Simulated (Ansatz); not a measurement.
Ansatz (a quantum-chemistry and plane-wave program) job for Ge(H)2(PH2)2 (GeH6P2), SMILES [PH2][GeH2][PH2], PBE0-D3(BJ)/def2-SVP. 

Ansatz 0.2 input:
```yaml
crystal:
  periodic: [false, false, false]
  atoms:
    - {symbol: Ge, position_ang: [0.00000000, -0.00000000, 0.63447828]}
    - {symbol: P, position_ang: [2.01085319, 0.00052212, -0.58357252]}
    - {symbol: P, position_ang: [-2.01085319, -0.00052212, -0.58357252]}
    - {symbol: H, position_ang: [0.00080350, -1.25834616, 1.54710857]}
    - {symbol: H, position_ang: [-0.00080349, 1.25834617, 1.54710855]}
    - {symbol: H, position_ang: [1.55525538, 1.03716314, -1.47630999]}
    - {symbol: H, position_ang: [1.55897590, -1.04414122, -1.46886319]}
    - {symbol: H, position_ang: [-1.55525538, -1.03716314, -1.47630998]}
    - {symbol: H, position_ang: [-1.55897589, 1.04414121, -1.46886320]}
basis:
  gaussian:
    orbitals: def2-SVP
hamiltonian:
  xc: pbe0
  dispersion: d3bj
relax: {f_tol: 0.002, max_steps: 200}
```

Output:

```
Functional definition: PBE0
integrals: 0.05 GiB planned
1020 factors; integrals over basis functions are off by at most 2.7e-4 eV
mean field: 0.45 GiB planned
mean field evaluation 1: about -75166.0503 eV, gradient 1.5e1 eV
mean field evaluation 2: about -75166.2288 eV, gradient 1.4e1 eV
mean field evaluation 4: about -75166.4899 eV, gradient 4.1e-1 eV
mean field evaluation 8: about -75166.4963 eV, gradient 9.2e-3 eV
mean field -75166.49633661 eV, -2762.3177906893 hartree, gradient 2.4e-5 eV, S^2 0.000000; 0 other end points of the search recorded, 0 dependent functions left out
the calculation of the forces begins
reference -75166.49636187 eV, -2762.3177916175 hartree; 34, 34 occupied and 64, 64 virtual orbitals, 1020 factors
relax step   1: F+E_penalty+E_count = -75166.70435578 eV  Δ(F+E_penalty+E_count) = +0.000e0 eV  max|allowed force component| = 4.221e-1 eV/Å  Δτ_max = 0.0000 Å  (25 SCF iters, accepted)
these checks for a lower state are left out or cut short: starts, cluster_reference, orbital_swaps, neighbouring_geometries, increment
integrals: 0.05 GiB planned
1020 factors; integrals over basis functions are off by at most 2.7e-4 eV
mean field: 0.45 GiB planned
mean field evaluation 16: about -75166.4949 eV, gradient 1.7e0 eV
mean field -75166.50720564 eV, -2762.3181901187 hartree, gradient 4.6e-5 eV, S^2 0.000000; 0 other end points of the search recorded, 0 dependent functions left out
the calculation of the forces begins
reference -75166.50723081 eV, -2762.3181910437 hartree; 34, 34 occupied and 64, 64 virtual orbitals, 1020 factors
relax step   2: F+E_penalty+E_count = -75166.71731329 eV  Δ(F+E_penalty+E_count) = -1.296e-2 eV  max|allowed force component| = 8.655e-2 eV/Å  Δτ_max = 0.0366 Å  (23 SCF iters, accepted)
these checks for a lower state are left out or cut short: starts, cluster_reference, orbital_swaps, neighbouring_geometries, increment
integrals: 0.05 GiB planned
1020 factors; integrals over basis functions are off by at most 2.6e-4 eV
mean field: 0.45 GiB planned
mean field -75166.50939982 eV, -2762.3182707532 hartree, gradient 4.0e-5 eV, S^2 0.000000; 0 other end points of the search recorded, 0 dependent functions left out
the calculation of the forces begins
reference -75166.50942496 eV, -2762.3182716772 hartree; 34, 34 occupied and 64, 64 virtual orbitals, 1020 factors
relax step   3: F+E_penalty+E_count = -75166.71967409 eV  Δ(F+E_penalty+E_count) = -2.361e-3 eV  max|allowed force component| = 1.773e-2 eV/Å  Δτ_max = 0.0187 Å  (24 SCF iters, accepted)
these checks for a lower state are left out or cut short: starts, cluster_reference, orbital_swaps, neighbouring_geometries, increment
integrals: 0.05 GiB planned
1020 factors; integrals over basis functions are off by at most 2.6e-4 eV
mean field: 0.45 GiB planned
mean field evaluation 32: about -75166.5098 eV, gradient 8.8e-5 eV
mean field -75166.50982661 eV, -2762.3182864378 hartree, gradient 8.8e-5 eV, S^2 0.000000; 0 other end points of the search recorded, 0 dependent functions left out
the calculation of the forces begins
reference -75166.50985177 eV, -2762.3182873623 hartree; 34, 34 occupied and 64, 64 virtual orbitals, 1020 factors
relax step   4: F+E_penalty+E_count = -75166.71991294 eV  Δ(F+E_penalty+E_count) = -2.388e-4 eV  max|allowed force component| = 4.369e-3 eV/Å  Δτ_max = 0.0057 Å  (19 SCF iters, accepted)
these checks for a lower state are left out or cut short: starts, cluster_reference, orbital_swaps, neighbouring_geometries, increment
integrals: 0.05 GiB planned
1020 factors; integrals over basis functions are off by at most 2.6e-4 eV
mean field: 0.45 GiB planned
mean field -75166.50998261 eV, -2762.3182921706 hartree, gradient 5.9e-5 eV, S^2 0.000000; 0 other end points of the search recorded, 0 dependent functions left out
the calculation of the forces begins
reference -75166.51000777 eV, -2762.3182930951 hartree; 34, 34 occupied and 64, 64 virtual orbitals, 1020 factors
relax step   5: F+E_penalty+E_count = -75166.71994106 eV  Δ(F+E_penalty+E_count) = -2.812e-5 eV  max|allowed force component| = 2.648e-3 eV/Å  Δτ_max = 0.0045 Å  (19 SCF iters, accepted)
these checks for a lower state are left out or cut short: starts, cluster_reference, orbital_swaps, neighbouring_geometries, increment
integrals: 0.05 GiB planned
1020 factors; integrals over basis functions are off by at most 2.6e-4 eV
mean field: 0.45 GiB planned
mean field -75166.51005923 eV, -2762.3182949864 hartree, gradient 2.5e-5 eV, S^2 0.000000; 0 other end points of the search recorded, 0 dependent functions left out
the calculation of the forces begins
reference -75166.51008439 eV, -2762.3182959109 hartree; 34, 34 occupied and 64, 64 virtual orbitals, 1020 factors
relax step   6: F+E_penalty+E_count = -75166.71994785 eV  Δ(F+E_penalty+E_count) = -6.789e-6 eV  max|allowed force component| = 9.327e-4 eV/Å  Δτ_max = 0.0028 Å  (19 SCF iters, accepted)
integrals: 0.05 GiB planned
1020 factors; integrals over basis functions are off by at most 2.6e-4 eV
mean field: 0.45 GiB planned
mean field -75166.51005923 eV, -2762.3182949864 hartree, gradient 2.5e-5 eV, S^2 0.000000; 1 other end points of the search recorded, 0 dependent functions left out
the calculation of the forces begins
reference -75166.51008439 eV, -2762.3182959109 hartree; 34, 34 occupied and 64, 64 virtual orbitals, 1020 factors
Total energy: -75166.71997301 eV, -2762.3260091754 hartree
Atom 0 at    -0.000000    -0.000000     0.634234 Å, force     0.000000    -0.000000    -0.000933 eV/Å
Atom 1 at     1.984800    -0.000212    -0.585772 Å, force    -0.000092    -0.000023     0.000387 eV/Å
Atom 2 at    -1.984800     0.000212    -0.585772 Å, force     0.000092     0.000023     0.000387 eV/Å
Atom 3 at     0.000076    -1.251038     1.534816 Å, force    -0.000030    -0.000058     0.000174 eV/Å
Atom 4 at    -0.000076     1.251038     1.534816 Å, force     0.000030     0.000058     0.000174 eV/Å
Atom 5 at     1.547951     1.036774    -1.466971 Å, force     0.000235     0.000176     0.000036 eV/Å
Atom 6 at     1.549515    -1.040722    -1.463587 Å, force     0.000111    -0.000037    -0.000130 eV/Å
Atom 7 at    -1.547951    -1.036774    -1.466971 Å, force    -0.000235    -0.000176     0.000036 eV/Å
Atom 8 at    -1.549515     1.040722    -1.463587 Å, force    -0.000111     0.000037    -0.000130 eV/Å
Dipole moment:    -0.000000     0.000000    -0.178241 e Å
```

Self-consistency was reached.
